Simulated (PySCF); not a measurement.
**Shapes and spin states of RuF₂⁺**

Method: PBE0/[Ru def2-TZVP with ECP28, F def2-TZVP], scalar-relativistic core potentials, density fitting, no spin–orbit coupling, PySCF.

Relaxations began from a few typed shapes and spin states; open shells are unrestricted. The search is not exhaustive: other isomers or separated fragments can lie lower, and high-lying points may rest on an excited occupation.

```json
{"spin": "quartet", "group": "D∞h", "bonds": "Ru–F 1.788 Å (×2)", "angles": "F–Ru–F 180.0°", "imaginary modes (cm⁻¹)": "none", "ΔE (kJ/mol)": "0.0", "ΔE with ZPE (kJ/mol)": "0.0"}
{"spin": "sextet", "group": "C2v", "bonds": "Ru–F 1.821 Å (×2)", "angles": "F–Ru–F 159.5°", "imaginary modes (cm⁻¹)": "none", "ΔE (kJ/mol)": "12.6", "ΔE with ZPE (kJ/mol)": "10.9"}
{"spin": "quartet", "group": "C2v", "bonds": "Ru–F 1.766 Å (×2)", "angles": "F–Ru–F 117.1°", "imaginary modes (cm⁻¹)": "none", "ΔE (kJ/mol)": "12.9", "ΔE with ZPE (kJ/mol)": "11.9"}
{"spin": "sextet", "group": "D∞h", "bonds": "Ru–F 1.820 Å (×2)", "angles": "F–Ru–F 180.0°", "imaginary modes (cm⁻¹)": "70i, 70i", "ΔE (kJ/mol)": "13.7", "ΔE with ZPE (kJ/mol)": "–"}
{"spin": "doublet (⟨S²⟩ 1.41)", "group": "D∞h", "bonds": "Ru–F 1.757 Å (×2)", "angles": "F–Ru–F 180.0°", "imaginary modes (cm⁻¹)": "none", "ΔE (kJ/mol)": "49.7", "ΔE with ZPE (kJ/mol)": "49.3"}
{"spin": "doublet (⟨S²⟩ 1.32)", "group": "C2v", "bonds": "Ru–F 1.740 Å (×2)", "angles": "F–Ru–F 141.7°", "imaginary modes (cm⁻¹)": "none", "ΔE (kJ/mol)": "52.6", "ΔE with ZPE (kJ/mol)": "51.9"}
```

The lowest minimum found is the quartet D∞h: Ru–F 1.788 Å (×2); F–Ru–F 180.0°.

Formally Ru is in oxidation state +3, d5, with 3 unpaired electrons (the high-spin count would be 5). The Mulliken spin on Ru is 2.56. The polar-tensor charge on Ru, 2.22, is below the formal one.

For the lowest minimum: open d and f shells are described by one determinant, and the ground state may have another occupation or spin.

The electron or spin density has lower symmetry than the nuclear frame for the doublet (⟨S²⟩ 1.41) D∞h at 49.7 kJ/mol.
